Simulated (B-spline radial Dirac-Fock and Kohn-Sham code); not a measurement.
**Core and valence levels of Pd¹⁰⁺**

System: Pd¹⁰⁺ in the configuration [Ar] 3d10 4s2 4p6; nuclear rms radius 4.5318 fm (A = 106).

Calculated with a radial finite-basis atomic code, using Dirac-Fock ΔSCF + Breit + QED. Electron correlation is not included. Energies are counted from the vacuum level.

All terms are in eV, carry their sign (relaxation lowers the binding energy) and add up to the binding energy; ⟨r⟩ is the mean radius of the orbital in the initial state.

```csv
subshell,−ε (Koopmans),relaxation,Gaunt,retardation,self-energy,vacuum polarisation,binding energy,⟨r⟩ (bohr)
1s,24695.5,-53.40,-52.88,4.10,-27.93,3.46,24568.9,0.032
2s,3863.2,-24.27,-4.58,0.24,-3.31,0.38,3831.6,0.138
2p1/2,3586.9,-27.37,-8.25,0.91,0.28,-0.02,3552.5,0.117
2p3/2,3426.7,-26.45,-5.91,1.05,-0.03,-0.02,3395.3,0.122
3s,894.7,-6.24,-0.62,0.02,-0.64,0.07,887.3,0.376
3p1/2,784.5,-6.57,-1.20,0.13,0.06,0.00,776.9,0.368
3p3/2,755.4,-6.26,-0.78,0.16,0.00,-0.01,748.5,0.378
3d3/2,561.7,-7.43,-0.31,0.01,0.07,-0.01,554.0,0.353
3d5/2,555.9,-7.29,-0.12,0.02,0.05,-0.01,548.6,0.356
4s,285.2,-0.70,-0.12,0.01,-0.13,0.01,284.3,0.887
4p1/2,243.9,-0.70,-0.22,0.03,0.02,0.00,243.0,0.927
4p3/2,238.1,-0.66,-0.14,0.03,0.00,0.00,237.4,0.946
```

For the deepest level, K (1s), the Breit terms make up -0.199 % of the binding energy, QED -0.100 % and orbital relaxation -0.217 %.

Spin-orbit splittings: 2p 157.1 eV, 3p 28.36 eV, 3d 5.42 eV, 4p 5.64 eV.

Going to the tabulated ground configuration of the next ion removes an electron from N3 (4p3/2), computed at 237.4 eV. NIST lists 238.57 ± 0.12 eV as the ionisation energy of this species (semi-empirical), +1.19 eV from the computed value.
